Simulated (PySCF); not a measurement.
Zn²⁺ (zinc, charge +2): B2PLYP calculation

Configuration: [Ar] 3d9 4p1, one real determinant (an excited configuration). Calculation: PySCF 2.14, in x2c-TZVPPall (6s5p4d2f1g, 64 functions); the spin-free X2C one-electron Hamiltonian (Gaussian nucleus).

```
Total energy, PT2 part included                               : -1793.974 hartree
One-electron energy                                           : -2471.151 hartree
Hartree (Coulomb) energy                                      : 748.161 hartree
Exchange-correlation energy                                   : -70.884 hartree
PT2 correlation before scaling by 0.27                        : -0.37202 hartree
⟨S²⟩                                                          : 2.0005
⟨L²⟩                                                          : 8.007
Sum of ⟨r⟩                                                    : 17.29 bohr
Sum of ⟨r²⟩                                                   : 20.19 bohr²
Traceless quadrupole moment −½Σ⟨3z² − r²⟩ along its main axis : -2.70 e·bohr²
Langevin diamagnetic susceptibility                           : -16.0 ×10⁻⁶ cm³/mol
```

| shell | electrons | mean orbital energy (eV) | spread (eV) | rms radius, mean of both spins (bohr) |
| --- | --- | --- | --- | --- |
| 1s α | 1 | -9662.7 | 0 | 0.0580 |
| 1s β | 1 | -9662.6 | 0 | 0.0580 |
| 2s α | 1 | -1230.4 | 0 | 0.245 |
| 2s β | 1 | -1229.3 | 0 | 0.245 |
| 2p α | 3 | -1068.7 | 1.328 | 0.219 |
| 2p β | 3 | -1067.8 | 0.167 | 0.219 |
| 3s α | 1 | -176.09 | 0 | 0.727 |
| 3s β | 1 | -173.74 | 0 | 0.727 |
| 3p α | 3 | -126.87 | 2.373 | 0.767 |
| 3p β | 3 | -124.18 | 0.958 | 0.767 |
| 3d α | 5 | -46.709 | 2.583 | 0.931 |
| 3d β | 4 | -45.213 | 1.157 | 0.931 |
| 4p α | 1 | -20.675 | 0 | 2.72 |

⟨L²⟩ = 8.01 against 12 for a pure F term, so this real determinant mixes terms.

Densities and radii are taken from the X2C orbitals without a picture-change correction, which distorts them close to the nucleus.

The orbital energies are those of the SCF part of the double hybrid.
